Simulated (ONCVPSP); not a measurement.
**Transferability test, ONCV potential for Ge**

- Element: germanium (Ge)
- Generator: ONCVPSP 4.0.1
- Type: optimised norm-conserving Vanderbilt (ONCV)
- Functional: PBEsol
- Relativity: fully relativistic
- Frozen core: [Ar] 3d10
- Valence charge: 4
- Reference configuration: 4s1.5 4p2.5
- Partial waves: 4s: rc 1.75 bohr, ncon 3, nbas 6, qcut 3.7 1/bohr, 1 projector; 4p: rc 2.25 bohr, ncon 5, nbas 8, qcut 4.1 1/bohr, 2 projectors, debl 1.6 Ha
- Local potential: polynomial inside 1.65 bohr (lpopt 5, dvloc0 6 Ha)
- Core correction: Teter function, fcfact 5.75, rcfact 1.75

Open shells are filled in proportion to 2j + 1.

Energies are relative to the spin-unpolarised reference configuration 4s1.5 4p2.5; without spin polarisation the order of configurations can differ from experiment.

(1) Give the all-electron excitation energy and the error of the potential for: 4s2 4p2; 4s2 4p1; 4s2 4p0; 4s1 4p2.

Levels in the configuration 4s2 4p0:

```
   level  all-electron (eV)  pseudo (eV)
4s j=1/2            -29.280      -29.771
```

Answers

(1)

| valence configuration | charge | ΔE all-electron (eV) | error AE − PS (meV) |
| --- | --- | --- | --- |
| 4s2 4p2 | 0 | -3.956 | -5.6 |
| 4s2 4p1 | +1 | 3.499 | -60 |
| 4s2 4p0 | +2 | 18.952 | -389 |
| 4s1 4p2 | +1 | 12.226 | -55 |
